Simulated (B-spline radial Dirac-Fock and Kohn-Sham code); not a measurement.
X-ray form factors of praseodymium in several charge states

Method: configuration-average Dirac-Fock orbitals. Computed with an atomic code on a B-spline grid.

Configurations: Pr²⁶⁺ [Ar] 3d10 4s2 4p3; Pr²⁷⁺ [Ar] 3d10 4s2 4p2; Pr²⁹⁺ [Ar] 3d10 4s2; Pr³⁰⁺ [Ar] 3d10 4s1; Pr³²⁺ [Ar] 3d9. The first column is f₀ of Pr²⁶⁺, the others are differences from it.

| s (Å⁻¹) | Pr²⁶⁺ | Δ Pr²⁷⁺ | Δ Pr²⁹⁺ | Δ Pr³⁰⁺ | Δ Pr³²⁺ |
| --- | --- | --- | --- | --- | --- |
| 0 | 33.000 | -1.000 | -3.000 | -4.000 | -6.000 |
| 0.05 | 32.940 | -0.993 | -2.978 | -3.972 | -5.964 |
| 0.1 | 32.761 | -0.971 | -2.915 | -3.889 | -5.858 |
| 0.15 | 32.468 | -0.935 | -2.811 | -3.754 | -5.684 |
| 0.2 | 32.066 | -0.887 | -2.671 | -3.571 | -5.448 |
| 0.25 | 31.564 | -0.828 | -2.499 | -3.347 | -5.159 |
| 0.3 | 30.973 | -0.761 | -2.301 | -3.089 | -4.824 |
| 0.35 | 30.305 | -0.687 | -2.084 | -2.804 | -4.453 |
| 0.4 | 29.572 | -0.608 | -1.854 | -2.502 | -4.058 |
| 0.45 | 28.786 | -0.528 | -1.617 | -2.191 | -3.648 |
| 0.5 | 27.962 | -0.448 | -1.381 | -1.879 | -3.234 |
| 0.6 | 26.245 | -0.298 | -0.932 | -1.283 | -2.433 |
| 0.7 | 24.509 | -0.169 | -0.544 | -0.764 | -1.717 |
| 0.8 | 22.819 | -0.070 | -0.241 | -0.354 | -1.128 |
| 0.9 | 21.219 | -0.003 | -0.030 | -0.062 | -0.685 |
| 1 | 19.730 | +0.035 | +0.094 | +0.115 | -0.383 |
| 1.1 | 18.359 | +0.050 | +0.146 | +0.194 | -0.206 |
| 1.2 | 17.097 | +0.047 | +0.144 | +0.201 | -0.126 |
| 1.4 | 14.860 | +0.016 | +0.056 | +0.091 | -0.141 |
| 1.6 | 12.926 | -0.018 | -0.050 | -0.053 | -0.230 |
